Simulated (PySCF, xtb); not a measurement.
(Z)-1,2-difluoroethene (C2H2F2), SMILES C(/F)=C/F.

GFN2-xTB run with xtb at its own geometry gives an orbital gap of 5.13 eV and a dipole moment of 3.05 D.

Geometry: B3LYP-D3(BJ)/def2-SVP.

Question: What does PySCF with PBE/def2-TZVPD give? (An estimate is asked for; the answer gives what the named calculation found.)

Answer: gap 5.52 eV (levels -6.31 and -0.79 eV), dipole 2.03 D.
